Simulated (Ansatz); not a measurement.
Two structures of GaNH6O, closed shell, reached by relaxing down either side of one saddle point (PBE0-D4/def2-TZVP). Energies are electronic, without zero-point energy. Program: Ansatz 0.2.0. Basis: def2-TZVPP and def2-QZVPP. Cores are frozen in the correlated methods. Filled d shells of the heavier atoms are correlated. The def2 sets are not built for correlating such inner shells, so the correlated values are less sure here. Extrapolation: Hartree–Fock as exp(−7.88 √X), correlation as X^−2.97. First:

```
9
angstrom
Ga -0.6816 -0.2624 -0.6723
N 0.9317 0.7143 -0.4875
H -0.6000 -1.6117 -1.4573
H -1.9890 0.5635 -0.3948
H 0.5978 -0.2208 1.1899
O -0.1426 -0.8553 1.3538
H 1.7128 0.4345 -1.0643
H 0.8680 1.7223 -0.5145
H -0.6970 -0.4844 2.0469
```

Second:

| atom | x (Å) | y (Å) | z (Å) |
| --- | --- | --- | --- |
| Ga1 | -0.8288 | -0.4767 | -0.3069 |
| N2 | 0.9754 | 0.6720 | -0.3720 |
| H3 | -0.5285 | -1.5671 | -1.3997 |
| H4 | -1.9713 | 0.6057 | -0.4275 |
| H5 | 1.3344 | 0.4344 | 0.5496 |
| O6 | -0.4100 | -0.9918 | 1.4062 |
| H7 | 1.6461 | 0.3853 | -1.0747 |
| H8 | 0.8511 | 1.6755 | -0.4281 |
| H9 | -1.0683 | -0.7372 | 2.0531 |

Task: Which bonds change from the first to the second?

Result: GaNH₄ ([NH2][GaH2]) + H₂O → GaH₃O ([OH][GaH2]) + NH₃ (still joined by a long Ga–N bond); bonds formed: N2–H5; dative contacts that become bonds: Ga1–O6; bonds broken: H5–O6; bonds weakened to dative contacts: Ga1–N2.

Task: Give the saddle point's structure and its height above each. (To be estimated.)

Result: Computed: 20.7 kJ/mol above the first and 75.3 kJ/mol above the second (CCSD(T) at an estimated basis limit (MP2 extrapolated from triple and quadruple zeta, plus CCSD(T) − MP2 in triple zeta)).
```xyz
9
angstrom
Ga -0.7792 -0.3543 -0.5951
N 0.9064 0.6514 -0.3558
H -0.6310 -1.6307 -1.4811
H -2.0422 0.5614 -0.4386
H 0.6440 -0.0072 0.8191
O -0.0934 -0.7893 1.2667
H 1.7233 0.3628 -0.8769
H 0.8660 1.6613 -0.3533
H -0.5940 -0.4554 2.0150
```

The T1 diagnostic stays at or below 0.013.

The step is the kind of ligand exchange by which a precursor binds to a hydroxyl group, or is hydrolysed, in atomic layer deposition of oxides.

Labels in which every atom is bracketed show which atoms are joined, not bond orders.

For scale, one of the runs: CCSD(T)/def2-TZVPP, 194 basis functions, launched by `ansatz run in.yaml --threads 4 --pin off --events-out ev --progress --plain --max-ram 9574MiB`. Hardware: 4 CPU threads of an Intel Xeon, shared host. Wall time 89 s; peak host memory 2.3 GiB.
